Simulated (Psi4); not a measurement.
H₅NPbSi (SMILES [NH2][Pb][SiH3]), singlet, at the geometry of the source list (core potentials on Pb); PBE/def2-TZVP run with Psi4.

Input for Psi4:
```
memory 2 GB

molecule mol {
0 1
  Pb    0.526200    0.400400    1.644800
  N     0.814700    1.857400    0.117700
  H     1.238300    2.761600    0.255700
  H     0.589100    1.780500   -0.860000
  Si   -0.584200   -1.372800   -0.006600
  H     0.324200   -2.259400   -0.740300
  H    -1.433000   -0.831800   -1.071600
  H    -1.475300   -2.336000    0.660400
}

set basis def2-tzvp
set reference rks

energy('pbe')
print_variables()
```

Predict the main parts of the log of this Psi4 run.


```
   => Loading Basis Set <=

    Name: DEF2-TZVP
    Role: ORBITAL
    Keyword: BASIS

    !!!  WARNING: ECP capability is in beta. Please check occupations closely.  !!!

         ---------------------------------------------------------
                                   SCF
               by Justin Turney, Rob Parrish, Andy Simmonett
                          and Daniel G. A. Smith
                              RKS Reference
         ---------------------------------------------------------

  ==> Geometry <==

    Molecular point group: c1
    Full point group: C1

    Geometry (in Angstrom), charge = 0, multiplicity = 1:

       Center              X                  Y                   Z               Mass
    ------------   -----------------  -----------------  -----------------  -----------------
         PB           0.119374138075     0.125946786978     0.304487719742   207.976652500000
         N            0.407874138075     1.582946786978    -1.222612280258    14.003074004430
         H            0.831474138075     2.487146786978    -1.084612280258     1.007825032230
         H            0.182274138075     1.506046786978    -2.200312280258     1.007825032230
         SI          -0.991025861925    -1.647253213022    -1.346912280258    27.976926534650
         H           -0.082625861925    -2.533853213022    -2.080612280258     1.007825032230
         H           -1.839825861925    -1.106253213022    -2.411912280258     1.007825032230
         H           -1.882125861925    -2.610453213022    -0.679912280258     1.007825032230

  Running in c1 symmetry.

  Rotational constants: A =      0.22034  B =      0.07962  C =      0.05957 [cm^-1]
  Rotational constants: A =   6605.62644  B =   2386.96799  C =   1785.90658 [MHz]
  Nuclear repulsion =  162.764299055593796

  Charge       = 0
  Multiplicity = 1
  Electrons    = 48
  Nalpha       = 24
  Nbeta        = 24

  ==> Algorithm <==

  SCF Algorithm Type is DF.
  DIIS enabled.
  MOM disabled.
  Fractional occupation disabled.
  Guess Type is SAD.
  Energy threshold   = 1.00e-06
  Density threshold  = 1.00e-06
  Integral threshold = 1.00e-12

  ==> Primary Basis <==

  Basis Set: DEF2-TZVP
    Blend: DEF2-TZVP
    Number of shells: 60
    Number of basis functions: 148
    Number of Cartesian functions: 167
    Spherical Harmonics?: true
    Max angular momentum: 3

  Core potential: DEF2-TZVP
    Number of shells: 4
    Number of ECP primitives: 18
    Number of ECP core electrons: 60
[...]
   @DF-RKS iter   6:  -539.96221782086650   -7.23142e-03   1.76169e-04 DIIS/ADIIS
   @DF-RKS iter   7:  -539.96249766682683   -2.79846e-04   6.55847e-05 DIIS
   @DF-RKS iter   8:  -539.96255368451773   -5.60177e-05   1.83024e-05 DIIS
   @DF-RKS iter   9:  -539.96255826508593   -4.58057e-06   8.46815e-06 DIIS
   @DF-RKS iter  10:  -539.96255923142269   -9.66337e-07   2.04232e-06 DIIS
   @DF-RKS iter  11:  -539.96255927789684   -4.64742e-08   9.06210e-07 DIIS
  Energy and wave function converged.

  ==> Post-Iterations <==

   Electrons on quadrature grid:
      Ntotal   =   48.0000125184 ; deviation = 1.252e-05

    Orbital Energies [Eh]
    ---------------------

    Doubly Occupied:

[...]
    Virtual:

[...]
     148A    124.858368

    Final Occupation by Irrep:
              A
    DOCC [    24 ]
    NA   [    24 ]
    NB   [    24 ]

  @DF-RKS Final Energy:  -539.96255927789684

   => Energetics <=

    Nuclear Repulsion Energy =            162.7642990555937956
    One-Electron Energy =               -1139.9389146964949759
    Two-Electron Energy =                 482.7549926206956457
    DFT Exchange-Correlation Energy =     -45.5429362576913590
    Empirical Dispersion Energy =           0.0000000000000000
    VV10 Nonlocal Energy =                  0.0000000000000000
    Total Energy =                       -539.9625592778968439

Computation Completed

Properties will be evaluated at   0.000000,   0.000000,   0.000000 [a0]

Properties computed using the SCF density matrix

 Multipole Moments:

 ------------------------------------------------------------------------------------
     Multipole            Electronic (a.u.)      Nuclear  (a.u.)        Total (a.u.)
 ------------------------------------------------------------------------------------

 L = 1.  Multiply by 2.5417464519 to convert [e a0] to [Debye]
 Dipole X            :         21.5187752          -21.1343972            0.3843780
 Dipole Y            :         22.3103069          -21.6703478            0.6399591
 Dipole Z            :         55.5332586          -55.1302831            0.4029754
 Magnitude           :                                                    0.8483415

 ------------------------------------------------------------------------------------

  Variable Map:
  ----------------------------------------------------------------------------
[...]
  Array Variable Map:
  ----------------------------------------------------------------------------
[...]
[...]
```
